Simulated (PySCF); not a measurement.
**Question.** What does the PBE0-D3(BJ)/def2-SVP structure of InChI=1S/C2HIN2S/c3-2-1-6-5-4-2/h1H look like in three dimensions?

**Answer.** 
Z-matrix in Å and degrees, rows numbered from 1:
```
I 
C   1  2.0762
C   2  1.3753  1  125.78
S   3  1.6921  2  107.70  1  -179.92
N   4  1.7156  3   92.11  2     0.06
N   5  1.2652  4  111.40  3    -0.06
H   3  1.0886  2  127.85  1     0.14
```

The 6 heavy atoms lie in one plane (0.001 Å rms). The 5-membered ring C2–C3–S4–N5–N6 has internal angles of 92.1° to 114.6°; it is planar, 0.00 Å rms from its mean plane, widest ring torsion 0°. N5 (pyridine-type nitrogen) is bent (angle 111.4°). N6 (pyridine-type nitrogen) is bent (angle 114.6°).

Level of theory: PySCF 2.14.0, PBE0-D3(BJ)/def2-SVP geometry optimisation, gas phase, def2 core potentials past Kr.

Point group: Cs (every atom within 0.08 Å of its image). PBE0-D3(BJ)/def2-SVP frequencies: not computed here.
